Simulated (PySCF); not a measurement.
# Electron correlation in Fe⁺ (iron, charge +1)

[Ar] 3d7, high-spin 4F determinant (an excited configuration). Computed with PySCF 2.14 in aug-cc-pVDZ-DK (7s6p4d2f, 59 functions), with the spin-free X2C one-electron Hamiltonian (Gaussian nucleus). Frozen: [Ar]; 7 electrons correlated.

| level | correlation energy (mhartree) |
| --- | --- |
| CCSD | -169.45 |
| (T) | -4.17 |
| CCSD(T) | -173.62 |

Diagnostics: T1 = 0.015, D1 = 0.0232, largest double amplitude 0.032.

Task: Is a single reference adequate?

Result: Yes: T1 lies below 0.03 and no double amplitude reaches 0.07.
